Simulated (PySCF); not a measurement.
HO₃S, SMILES S(=[OH+])(=O)=O, charge +1. Coordinates come from a PBE-D3(BJ)/def2-SVP optimisation. The isomer is the one that the SMILES or the coordinates give; other isomers of the formula were not compared.

All values below come from PySCF with PBE-D3(BJ)/def2-SVP.

Harmonic wavenumbers (cm⁻¹): 394, 403, 435, 489, 842, 1062, 1179, 1451, 3432. Rotational constants (GHz): 9.478, 8.881, 4.585; symmetry number 1.

Question: Work out the zero-point energy and the ideal-gas rigid-rotor harmonic-oscillator thermochemistry at 298.15 K and 1 atm.

Answer: ZPE = ½ Σ hcν = ½ × 9687 cm⁻¹ = 13.85 kcal/mol. H − E(el) = 17.00 kcal/mol. Entropy in cal/(mol K): translation 39.09, rotation 24.24, vibration 3.77, total 67.10. G − E(el) = -3.00 kcal/mol. Cp = 14.77 cal/(mol K).
